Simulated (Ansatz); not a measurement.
ClHSn (SMILES [Cl][SnH]) moved off its minimum; all values from Ansatz (a program for electronic structure), cores frozen in correlated methods. Elements past Kr take the def2 small-core potentials, without spin–orbit coupling.
(charge 0, multiplicity 1)
```xyz
3

Sn    -0.26216    -0.34764     0.39703
H     -1.39051    -0.88837    -0.84293
Cl     0.97570     0.92521    -1.18717
```

Forces at HF/def2-TZVPP (eV/Å):

```json
[
 {"atom": "Sn1", "Fx": "-0.007", "Fy": "0.020", "Fz": "-0.106"},
 {"atom": "H2", "Fx": "-0.061", "Fy": "-0.060", "Fz": "0.069"},
 {"atom": "Cl3", "Fx": "0.067", "Fy": "0.041", "Fz": "0.037"}
]
```

Problem. Give the forces (eV/Å), the total energy and the dipole at CCSD(T)/def2-TZVPPD.

Solution. 
| atom | Fx | Fy | Fz |
|---|---|---|---|
| Sn1 | 0.113 | 0.048 | 0.150 |
| H2 | -0.202 | -0.119 | -0.125 |
| Cl3 | 0.089 | 0.071 | -0.025 |
Energy -673.8030 hartree, dipole 2.78 D.
